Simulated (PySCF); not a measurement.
CH₄F₂OSSi, SMILES CO[Si](F)(F)S. Atoms are numbered in the order given.

```xyz
10

C     -2.0653     0.6838     1.0650
O     -1.2121     0.8974    -0.0521
Si     0.0783    -0.0434    -0.4487
F     -0.3720    -1.5148    -0.9624
F      0.7801     0.7153    -1.6931
S      1.4171    -0.3955     1.1689
H     -1.4899     0.4090     1.9768
H     -2.8018    -0.1222     0.8574
H     -2.6188     1.6229     1.2634
H      1.5544     0.9400     1.4085
```
Charge 0, spin multiplicity 1.

Geometry: PBE-D3(BJ)/def2-SVP. This is a generated structure with no PubChem entry under its InChIKey; it may be hypothetical. One conformer was computed; it need not be the lowest.

Calculation: PBE0/pcSseg-1 run with PySCF.

GIAO shieldings, no solvent; atoms listed in one row are averaged. δ = σ(ref) − σ: ¹³C against TMS (σ = 186.3 ppm); ¹⁷O against H2O (σ = 334.2 ppm); ²⁹Si against TMS (σ = 352.7 ppm); ¹⁹F against CFCl3 (σ = 167.2 ppm); ³³S against H2S (σ = 716.7 ppm); ¹H against TMS (σ = 31.56 ppm), references at their B3LYP-D3(BJ)/def2-TZVP geometries, non-relativistic.

```json
[
 {"nucleus": "¹³C", "atoms": "C1", "count": "1", "δ (ppm)": "57.5"},
 {"nucleus": "¹⁷O", "atoms": "O2", "count": "1", "δ (ppm)": "59.4"},
 {"nucleus": "²⁹Si", "atoms": "Si3", "count": "1", "δ (ppm)": "-41.4"},
 {"nucleus": "¹⁹F", "atoms": "F5", "count": "1", "δ (ppm)": "-135.0"},
 {"nucleus": "¹⁹F", "atoms": "F4", "count": "1", "δ (ppm)": "-137.6"},
 {"nucleus": "³³S", "atoms": "S6", "count": "1", "δ (ppm)": "-10.8"},
 {"nucleus": "¹H", "atoms": "H7, H8, H9", "count": "3", "δ (ppm)": "4.27"},
 {"nucleus": "¹H", "atoms": "H10", "count": "1", "δ (ppm)": "1.16"}
]
```
